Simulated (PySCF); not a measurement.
**Ligand-field analysis of [CuI4]2-**

The complex [CuI4]2- (charge -2) contains Cu(II), shell d9. The structure is a model geometry with rigid ligands and bond lengths from ionic radii, not a minimum; coordination tetrahedral, point group Td, metal–donor distances 2.67 Å.

The d shell alone is too small an active space for [CuI4]2- (Cu(II) with such soft donors has much ligand-hole, Cu(I)-like character): its levels, fitted parameters, g values and moments show what this model gives and aren't sound predictions.

```
5

Cu    0.0000    0.0000    0.0000
I     1.5415    1.5415    1.5415
I    -1.5415   -1.5415    1.5415
I    -1.5415    1.5415   -1.5415
I     1.5415   -1.5415   -1.5415
```

Method (PySCF 2.14, density fitting): CASSCF(9,5) with orbitals averaged over all microstates of the shell, strongly contracted NEVPT2 on the averaged canonical orbitals; basis x2c-TZVPall on the metal, x2c-SVPall elsewhere; spin-free X2C; IEF-PCM water; spin-orbit coupling by state interaction with the mean-field operator over all roots.

Spin-free states:

```json
{"2S+1": "2", "deg.": "3", "symmetry": "2T2", "free-ion term": "2D 1.00", "CASSCF / cm⁻¹": "0", "NEVPT2 / cm⁻¹": "0", "f(ED)": "–"}
{"2S+1": "2", "deg.": "2", "symmetry": "2E", "free-ion term": "2D 1.00", "CASSCF / cm⁻¹": "1398", "NEVPT2 / cm⁻¹": "2753", "f(ED)": "1.6e-05"}
```

Energies are counted from the ground state at NEVPT2 level. Weights follow the labels. f(ED) is the electric-dipole oscillator strength from the ground state at the fixed geometry, without vibronic coupling; occupations, where given, run over the ligand-field orbitals from the lowest.

## Ligand-field fit

| cm⁻¹ | CASSCF | NEVPT2 |
| --- | --- | --- |
| 10Dq | 1398 | 2753 |

```csv
orbital,CASSCF / cm⁻¹,NEVPT2 / cm⁻¹,metal share,main function
1,0,0,0.99,degenerate set
2,0,0,0.99,degenerate set
3,1398,2753,0.97,degenerate set
4,1398,2753,0.97,degenerate set
5,1398,2753,0.97,degenerate set
```

ζ = 773 cm⁻¹, against 818 for the free ion. Spin-orbit coupling on the heavy ligands mixes in, so a single ζ doesn't describe the levels.

## Spin-orbit levels

```tsv
E / cm⁻¹	deg.	make-up	g (S′ = 1/2)
0.0	2	1.00 2T2	1.92 1.92 1.92
731.9	4	0.89 2T2 + 0.11 2E	–
3808.0	4	0.89 2E + 0.11 2T2	–
```

## Magnetism

Degenerate or low-lying orbital states mix with the ground state, so no spin-only Hamiltonian applies. The lowest spin-orbit level is 2-fold, effective g = 1.92, 1.92, 1.92; the next lies at 731.9 cm⁻¹. μeff is 2.69 μB at 300 K and 1.71 μB at 10 K; the spin-only value is 1.73 μB.

```tsv
T / K	χT / cm³ K mol⁻¹	μeff / μB
2	0.348	1.67
5	0.355	1.68
10	0.365	1.71
20	0.386	1.76
30	0.406	1.80
50	0.447	1.89
75	0.499	2.00
100	0.550	2.10
150	0.652	2.28
200	0.750	2.45
250	0.836	2.58
300	0.908	2.69
```

Powder magnetisation at 2 K: 0.15 μB at 0.5 T, 0.30 μB at 1 T, 0.55 μB at 2 T, 0.73 μB at 3 T, 0.90 μB at 5 T, 0.96 μB at 7 T.

Ligand-hole states mix strongly into such Cu(II) halides; the d shell alone makes them too ionic, overstates g shifts and moments and can put the wrong state lowest. The ground state is orbitally degenerate in this regular structure, which would distort (Jahn–Teller), so its moment is that of the undistorted model.

The job took 55 s on one thread of Arm Neoverse V1 (shared host), with 192 basis functions and a peak of 0.64 GiB, launched as `OMP_NUM_THREADS=1 python lf_run.py task.json out`.
